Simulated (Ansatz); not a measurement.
Compare A (`F/C=C/C(F)=C\F`) with its isomer B (`C=C(F)/C(F)=C/F`).

Calculated with Ansatz (gas phase, PBE0-D4/def2-TZVP geometries, no zero-point term in ΔE). CCSD(T)/CBS is the MP2 limit (def2-TZVPP, def2-QZVPP) plus CCSD(T) − MP2 in def2-TZVPP, frozen cores. Double bonds are as drawn, so ΔE can hold a change between cis and trans. DFT in def2-TZVPP. B3LYP here is the variant with VWN-RPA as its local correlation; programs differ in this. One conformer a species, not always the lowest.

Which is lower in electronic energy at CCSD(T)/CBS, and by how much? (An estimate is asked.)

Computed: B, by 0.5 kcal/mol.

Give E(B) − E(A) in kcal/mol with PBE0-D4, B2PLYP, HF/def2-TZVPP, CCSD(T)/def2-SVP, B3LYP, BLYP-D4, CCSD/def2-TZVPP. (Best estimate.)

Ansatz gave: PBE0-D4 -0.3, B2PLYP -0.2, HF/def2-TZVPP -0.6, CCSD(T)/def2-SVP 0.4, B3LYP 0.0, BLYP-D4 0.1, CCSD/def2-TZVPP -0.5. The order is the other way round with CCSD(T)/def2-SVP.

Does the order hold for the free energy at 298.15 K (harmonic terms from PBE0-D4)? (Estimate.)

Computed: Yes: G(B) − G(A) = -0.6 kcal/mol, for one conformer each.

Largest T1 diagnostic: 0.013.

Leaving LDA and LC-ωPBE aside and taking each functional with its dispersion term where it has one, the values, not all of them listed here, spread over 1.1 kcal/mol, from B97M-V to BLYP-D4. From BLYP to BHLYP (50 % exact exchange), in def2-TZVPP and without D4, E(B) − E(A) moves by −0.8 kcal/mol.
